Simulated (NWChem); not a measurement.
Species: MgBrF; SMILES [F][Mg][Br]

```xyz
3

Mg    -0.0075     1.0753     0.0000
F     -0.1648     2.8211     0.0000
Br     0.2027    -1.2528     0.0000
```
Atoms are numbered in this order, from 1.

Results from NWChem. Pople sets run with spherical d functions. Geometry: optimised at PBE0/def2-SVP. GIAO values for the isolated, static molecule; σ is the absolute isotropic shielding, δ = σ(reference) − σ with the isolated reference molecule computed at the same levels (19F: trichlorofluoromethane). Spin-orbit effects, on the heavy nuclei and on their neighbours, are missing.

```csv
level,σ Mg1 (ppm),δ F2 (ppm),σ Br3 (ppm)
Hartree-Fock/6-31G*,582.8,-136.2,3105.0
B3LYP/6-311G**,517.2,-208.4,2999.3
PBE/pcSseg-1,(withheld),(withheld),(withheld)
```

Question: Some entries are withheld; supply them.

Answer: 
- PBE/pcSseg-1, σ Mg1 (ppm): 504.1
- PBE/pcSseg-1, δ F2 (ppm): -245.0
- PBE/pcSseg-1, σ Br3 (ppm): 3044.0
